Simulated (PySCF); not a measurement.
Predicted microwave data (PBE0/def2-SVPD in PySCF (dipole) on a GFN2-xTB geometry, gas phase) for one isomer of C5H7NO2:

| Quantity | Value |
| --- | --- |
| Rotational constants | A = 4942, B = 1401, C = 1263 MHz |
| Dipole components | \|μa\| = 0.58 D, \|μb\| = 1.69 D, \|μc\| = 0.15 D |
| Inertial defect | -62.82 u·Å² |
| κ | -0.92 |

Problem. Which structure is it? (One computed conformer of each.)
A. `[CH3:1][CH2:2][C:3](=[O:4])[O:5][CH2:6][C:7]#[N:8]` with C1–C2–C3–O4 44°, C2–C3–O5–C6 -178°, C3–O5–C6–C7 114°
B. `[NH2:1][C:2](=[O:3])[C@@H:4]1[CH:5]=[CH:6][O:7][CH2:8]1` with H–N1–C2–O3 -178° and -3°, N1–C2–C4–C5 -72°
C. `[CH2:1]=[C:2](/[CH:3]=[N:4]/[CH3:5])[C:6](=[O:7])[OH:8]` with C1–C2–C3–N4 -3°, C1–C2–C6–O7 -173°, C2–C6–O8–H 180°
D. `[H]/[N:8]=[CH:7]/[CH2:6][C:4]([O:3][CH:2]=[CH2:1])=[O:5]` with C1–C2–O3–C4 -179°, C2–O3–C4–O5 0°, O3–C4–C6–C7 -126°, C4–C6–C7–N8 126°
E. `[CH3:1][O:2][CH2:3][c:4]1[cH:5][cH:6][n:7][o:8]1` with C1–O2–C3–C4 -71°, O2–C3–C4–C5 -82°

Solution. E. It is COCc1ccno1, a near-prolate asymmetric top, point group C1. The candidates at the same level (rigid rotor, commonest isotopes):

| SMILES | A (MHz) | B (MHz) | C (MHz) | μa (D) | μb (D) | μc (D) | Δ (u·Å²) | point group | rotor |
| --- | --- | --- | --- | --- | --- | --- | --- | --- | --- |
| CCC(=O)OCC#N | 6248 | 952.2 | 909.5 | 2.88 | 0.40 | 2.32 | -56.00 | C1 | near-prolate asymmetric top |
| [H]/N=C/CC(=O)OC=C | 5051 | 1013 | 910.9 | 0.16 | 0.07 | 0.30 | -43.94 | C1 | near-prolate asymmetric top |
| NC(=O)[C@@H]1C=COC1 | 4386 | 1596 | 1331 | 1.11 | 3.59 | 1.80 | -52.24 | C1 | asymmetric top |
| COCc1ccno1 | 4942 | 1401 | 1263 | 0.58 | 1.69 | 0.15 | -62.82 | C1 | near-prolate asymmetric top |
| C=C(/C=N/C)C(=O)O | 4751 | 1151 | 933.6 | 0.32 | 0.96 | 0.06 | -3.96 | near Cs | asymmetric top |

`NC(=O)[C@@H]1C=COC1` has B 14 % too high; `C=C(/C=N/C)C(=O)O` has C 26 % too low; `[H]/N=C/CC(=O)OC=C` has C 28 % too low; `CCC(=O)OCC#N` has B 32 % too low. No structure here is proved a minimum.
